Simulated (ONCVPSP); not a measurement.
## Transferability test, ONCV potential for V (Z = 23)

ONCVPSP 4.0.1 input, shortened (lines: element, Z, core and valence counts, functional; n l f; lmax; l rc ep ncon nbas qcut; lloc lpopt rc5 dvloc0; l nproj debl; icmod fcfact rcfact), PBEsol, scalar-relativistic:

```
  V 23.00    3    4  -116133      upf
    1    0    2.00
    2    0    2.00
    2    1    6.00
    3    0    2.00
    3    1    6.00
    3    2    3.00
    4    0    2.00
    3
    0    1.80    0.00    4    8    5.50
    1    1.60    0.00    5    8    6.70
    2    1.60    0.00    3    8   10.70
    3    1.80    0.19    4    8    6.60
    4    5    1.00    0.00
    0    3    1.80
    1    3    0.80
    2    1    2.90
    3    3    3.60
    3    4.00    1.70
```

In the p channel the program set the typed energies aside and used -1.615, 0.250, 1.050 Ha.

Energies are relative to the spin-unpolarised reference configuration 3s2 3p6 3d3 4s2; without spin polarisation the order of configurations can differ from experiment.

(1) Give the all-electron excitation energy and the error of the potential for: 3s2 3p6 3d3 4s1; 3s2 3p6 3d3 4s0; 3s2 3p6 3d2 4s0; 3s2 3p6 3d3.5 4s1.5.

Levels in the configuration 3s2 3p6 3d3 4s0:

```csv
level,all-electron (eV),pseudo (eV)
3s,-86.530,-86.590
3p,-60.445,-60.472
3d,-21.268,-21.288
```

## Answers

(1)

```
valence configuration  charge  ΔE all-electron (eV)  error AE − PS (meV)
      3s2 3p6 3d3 4s1      +1                 7.750                 -0.5
      3s2 3p6 3d3 4s0      +2                21.954                 -2.1
      3s2 3p6 3d2 4s0      +3                50.804                 +6.1
  3s2 3p6 3d3.5 4s1.5       0                 0.052                 +1.4
```
